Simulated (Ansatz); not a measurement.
`N[SiH2][Si](N)(O)O`. Total charge 0; spin multiplicity 1. The structure was optimised at the PBE0-D4/def2-TZVP level. It is one conformer, not always the lowest.

```xyz
14

N     0.793    1.668    1.225
Si    0.994    1.033   -0.379
Si   -0.297   -0.919   -0.344
N    -1.930   -0.418   -0.231
O     0.108   -1.776    1.005
O    -0.076   -1.945   -1.609
H     1.396    2.413    1.541
H    -0.153    1.838    1.533
H     2.447    0.754   -0.553
H     0.611    1.965   -1.490
H    -2.304    0.198   -0.937
H    -2.627   -1.090    0.056
H     0.319   -1.240    1.774
H     0.719   -2.481   -1.591
```

Question: What is the dipole moment at ωB97M-V/def2-TZVPP? (Estimate.)

Answer: Ansatz gave: 1.71 D, with components (-0.38, 1.39, 0.92) D in this frame, pointing from negative to positive charge.

Question: And with PBE, r2SCAN, B3LYP? (Estimate.)

Answer: Ansatz gave: PBE 1.67 D, r2SCAN 1.69 D, B3LYP 1.71 D.

Question: Give the Mulliken charges with ωB97M-V, PBE, r2SCAN in def2-TZVPP. (Best estimate.)

Answer: The calculation gave: 
```json
{"atom": "N1", "ωB97M-V": "-0.38", "PBE": "-0.40", "r2SCAN": "-0.46"}
{"atom": "Si2", "ωB97M-V": "0.16", "PBE": "0.14", "r2SCAN": "0.25"}
{"atom": "Si3", "ωB97M-V": "0.60", "PBE": "0.53", "r2SCAN": "0.66"}
{"atom": "N4", "ωB97M-V": "-0.35", "PBE": "-0.37", "r2SCAN": "-0.44"}
{"atom": "O5", "ωB97M-V": "-0.38", "PBE": "-0.35", "r2SCAN": "-0.42"}
{"atom": "O6", "ωB97M-V": "-0.37", "PBE": "-0.35", "r2SCAN": "-0.41"}
{"atom": "H7", "ωB97M-V": "0.11", "PBE": "0.14", "r2SCAN": "0.15"}
{"atom": "H8", "ωB97M-V": "0.12", "PBE": "0.15", "r2SCAN": "0.16"}
{"atom": "H9", "ωB97M-V": "-0.04", "PBE": "-0.07", "r2SCAN": "-0.09"}
{"atom": "H10", "ωB97M-V": "-0.07", "PBE": "-0.10", "r2SCAN": "-0.12"}
{"atom": "H11", "ωB97M-V": "0.12", "PBE": "0.15", "r2SCAN": "0.15"}
{"atom": "H12", "ωB97M-V": "0.12", "PBE": "0.15", "r2SCAN": "0.16"}
{"atom": "H13", "ωB97M-V": "0.19", "PBE": "0.19", "r2SCAN": "0.21"}
{"atom": "H14", "ωB97M-V": "0.18", "PBE": "0.19", "r2SCAN": "0.20"}
```

B3LYP here is the variant with VWN-RPA as its local correlation; programs differ in this.
